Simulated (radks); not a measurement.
Question: Dipole-allowed excitations along the series with 29 electrons in [Ar] 3d10 4s1. All-electron calculation, non-relativistic Kohn-Sham, LDA (Slater exchange, Perdew-Wang correlation), spin-polarised, spherical densities, point nucleus; open shells are filled with parallel spins first (spin-orbit coupling, left out, can overturn this in heavy ions). Program: a radial shooting solver on a logarithmic mesh with Libxc functionals. Time-dependent linear response with the Hartree and adiabatic LDA kernel, continuum included through the Sternheimer equations. Lines are the poles of the dipole polarisability below minus the highest occupied eigenvalue, found on a grid refined at the orbital gaps; the lowest seven at most are given, and weak or close lines can be missed. The first line takes the name of the lowest orbital gap if no other gap lies below it; otherwise a line is named after a gap within 0.6 % of it, if that gap stands alone.

| species | -e(HOMO) (eV) | lowest orbital gap (eV) | first line (eV) | f | static alpha (bohr^3) |
|---|---|---|---|---|---|
| Kr7+ | 118.10 | 4s-4p 17.195 | 18.447 (4s-4p) | 0.711 | 1.787 |
| Sr9+ | 167.88 | 4s-4p 20.708 | 22.183 (4s-4p) | 0.673 | 1.159 |
| Zr11+ | 224.83 | 4s-4p 24.189 | 25.882 (4s-4p) | 0.637 | 0.8011 |
| Nb12+ | 255.97 | 4s-4p 25.922 | 27.722 (4s-4p) | 0.620 | 0.6780 |

Estimate the first line of Rb8+, its oscillator strength and the static polarisability.

Answer: 20.321 eV (4s-4p), f = 0.692, alpha = 1.426 bohr^3.
